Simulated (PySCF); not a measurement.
Si(H)(Cl)(OH)(OMe) (CH₅ClO₂Si), SMILES CO[SiH](O)Cl.

Geometry optimised at B3LYP-D3(BJ)/def2-SVP. The structure was generated by enumeration, and PubChem lists no compound with its InChIKey, so it may never have been made. The values are those of a single conformer.

Two levels are set side by side: PBE/def2-TZVP (PySCF) and ωB97X/def2-TZVP (PySCF). Same geometry, gas phase. Differences are taken from unrounded values.

```json
[
 {"quantity": "orbital gap (eV)", "ωB97X": "13.92", "PBE": "6.82", "PBE minus ωB97X": "-7.10"},
 {"quantity": "highest occupied level (eV)", "ωB97X": "-11.14", "PBE": "-7.08", "PBE minus ωB97X": "4.06"},
 {"quantity": "lowest empty level (eV)", "ωB97X": "2.78", "PBE": "-0.26", "PBE minus ωB97X": "-3.04"},
 {"quantity": "dipole moment (D)", "ωB97X": "1.68", "PBE": "1.61", "PBE minus ωB97X": "-0.07"},
 {"quantity": "mean polarisability (bohr³)", "ωB97X": "53.2", "PBE": "56.4", "PBE minus ωB97X": "3.2"}
]
```

Without exact exchange PBE keeps part of each electron's self-repulsion, which lifts occupied levels and narrows the gap. Loosely held outer electrons make PBE densities more polarisable. Differences between two approximate levels are no errors against the true value.

Rough cost on one machine, each run with all the roots and properties that it gave: ωB97X against PBE within a factor of 2.
